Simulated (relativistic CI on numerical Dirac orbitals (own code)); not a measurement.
**Transition arrays of Cd7+**

Computed by Dirac-Coulomb-Breit CI, orbitals from a KLI potential per configuration, model QED (radiative potential, 1s self-energy scaled to tabulated hydrogen-like ionisation energies), valence Slater integrals scaled by 0.9, whole transition arrays (own radial code, finite nucleus).

Configurations in the expansion (outside the closed core [Ar] 3d10 4s2): 4p⁶4d⁵, 4p⁶4d⁴4f, 4p⁵4d⁶, 4p⁶4d⁴5p, 4p⁶4d⁴5f. Levels of other configurations are missing.

All E1 lines from the levels of 4p⁶4d⁵; mean and standard deviation are weighted by gf, and upper levels are sorted by their leading configuration.

| Upper configuration | Lines | Σgf | Mean (eV) | Mean (nm) | σ (eV) | Strongest line (nm) |
| --- | --- | --- | --- | --- | --- | --- |
| 4p⁶4d⁴4f | 6558 | 934.2 | 71.97 | 17.227 | 4.06 | 17.290 |
| 4p⁵4d⁶ | 2043 | 912.1 | 76.31 | 16.247 | 3.77 | 16.203 |
| 4p⁶4d⁴5p | 3257 | 167.7 | 49.51 | 25.043 | 1.72 | 24.881 |
| 4p⁶4d⁴5f | 5572 | 777.9 | 88.39 | 14.026 | 3.26 | 13.823 |

Σgf per state of the lower configuration in bins of 0.5 nm over the central range (centre: value): 13.75: 1.83, 14.25: 0.78, 14.75: 0.20, 15.25: 0.53, 15.75: 0.96, 16.25: 1.89, 16.75: 1.79, 17.25: 1.53, 17.75: 0.20, 18.25: 0.07, 18.75: 0.09, 19.25: 0.11, 19.75: 0.10, 20.25: 0.10, 20.75: 0.05, 21.25: 0.03, 21.75: 0.03, 23.25: 0.02, 23.75: 0.03, 24.25: 0.08, 24.75: 0.21, 25.25: 0.17.

Question: How do configuration mixing and the scaling of the Slater integrals move the arrays?

Answer: Slater scale 0.9, no configuration mixing: 4p⁶4d⁴4f 68.8 ± 3.0 eV (Σgf 1494.7), 4p⁵4d⁶ 73.1 ± 5.8 eV (Σgf 807.5), 4p⁶4d⁴5p 49.5 ± 1.7 eV (Σgf 192.0), 4p⁶4d⁴5f 87.8 ± 1.9 eV (Σgf 38.3); Slater scale 1: 4p⁶4d⁴4f 73.1 ± 4.4 eV (Σgf 960.6), 4p⁵4d⁶ 77.2 ± 3.8 eV (Σgf 728.3), 4p⁶4d⁴5p 49.6 ± 2.0 eV (Σgf 165.4), 4p⁶4d⁴5f 88.5 ± 3.9 eV (Σgf 990.7); Slater scale 0.8: 4p⁶4d⁴4f 70.6 ± 3.8 eV (Σgf 848.6), 4p⁵4d⁶ 75.2 ± 3.5 eV (Σgf 1119.0), 4p⁶4d⁴5p 49.5 ± 1.5 eV (Σgf 170.7), 4p⁶4d⁴5f 88.5 ± 2.2 eV (Σgf 600.5). With mixing, levels are counted to their leading configuration, so an array can shrink or vanish into another, and the sums then hold other lines.
